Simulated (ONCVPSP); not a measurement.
**Sb (Z = 51): excitation energies, all-electron against ONCV**

ONCVPSP 4.0.1 input, shortened (lines: element, Z, core and valence counts, functional; n l f; lmax; l rc ep ncon nbas qcut; lloc lpopt rc5 dvloc0; l nproj debl; icmod fcfact rcfact), PBE, scalar-relativistic:

```
  Sb 51.00    6    5        4      upf
    1    0    2.00
    2    0    2.00
    2    1    6.00
    3    0    2.00
    3    1    6.00
    3    2   10.00
    4    0    2.00
    4    1    6.00
    4    2   10.00
    5    0    1.00
    5    1    4.00
    2
    0    1.50    0.00    5    9    7.20
    1    1.45    0.00    5    8   10.50
    2    1.10    0.00    5    9    8.70
    4    5    0.95    4.00
    0    2    3.90
    1    3    1.70
    2    2    0.70
    0    0.00    0.00
```

In the d channel the program set the typed energies aside and used -1.283, 0.250 Ha.

Energies are relative to the spin-unpolarised reference configuration 4s2 4p6 4d10 5s1 5p4; without spin polarisation the order of configurations can differ from experiment.

```csv
valence configuration,charge,ΔE all-electron (eV),error AE − PS (meV)
4s2 4p6 4d10 5s2 5p3,0,-8.112,+0.6
4s2 4p6 4d10 5s2 5p2,+1,0.205,-0.7
4s2 4p6 4d10 5s2 5p1,+2,16.174,-3.2
```

(1) What are ΔE and the potential's error for 4s2 4p6 4d10 5s2 5p2.5?

## Answers

(1) ΔE = -4.850 eV all-electron; the error (AE − PS) is +0.1 meV.
